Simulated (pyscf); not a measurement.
# H₂N–Ga(NH₂)–OH, singlet

Gas-phase minimum from PySCF at ωB97X-D3(BJ)/def2-SVP, one conformer. 

```
Ga
O 1 1.7887
H 2 0.9618 1 115.01
N 1 1.8079 2 115.68 3 178.36
H 4 1.0117 1 124.17 2 168.93
H 4 1.0125 5 111.92 1 162.09
N 1 1.8148 2 120.94 3 -1.65
H 7 1.0122 1 123.55 2 9.75
H 7 1.0126 8 111.33 1 -163.23
```

Properties at ωB97X-D3(BJ)/def2-SVP:

```json
{
 "harmonic_wavenumbers_unscaled": "137, 143, 166, 185, 204, 227, 299, 343, 679, 685, 731, 750, 774, 813, 1529, 1540, 3639, 3643, 3739, 3746, 3937 cm⁻¹",
 "zero_point_energy": "39.9 kcal/mol",
 "rotational_symmetry_number": "1",
 "Entropy of this conformer at 298 K and 1 atm, rigid rotor and harmonic oscillator, modes under 100 cm⁻¹ raised to 100": "353.3 J/(mol K)",
 "dipole_moment": "2.00 D"
}
```

Single-point totals, which compare only within one level (frozen core for MP2 and CC):

```csv
level,total energy (hartree)
ωB97X-D3(BJ)/def2-TZVP,-2112.76014
PBE/def2-TZVP,-2112.23897
r²SCAN/def2-TZVP,-2112.63868
B3LYP-D3(BJ)/def2-TZVP,-2112.80916
PBE0-D3(BJ)/def2-TZVP,-2112.28839
M06-2X/def2-TZVP,-2112.67276
ωB97M-D3(BJ)/def2-TZVP,-2112.81903
HF/def2-TZVPP,-2110.08412
MP2/def2-TZVPP,-2110.98920
CCSD/def2-TZVPP,-2110.99736
CCSD(T)/def2-TZVPP,-2111.03249
```

Soft torsions are taken as harmonic, which can shift the entropy by several J/(mol K). The CCSD(T) − MP2 part came from Ansatz, without density fitting, on the same reference. The frozen core leaves the outer d or s,p core shells of the metals and heavy elements correlated in the MP2 and CC values, and def2-TZVPP describes them poorly, so these totals are far from the basis limit. Elements up to Kr have no core potential and no relativistic terms here.
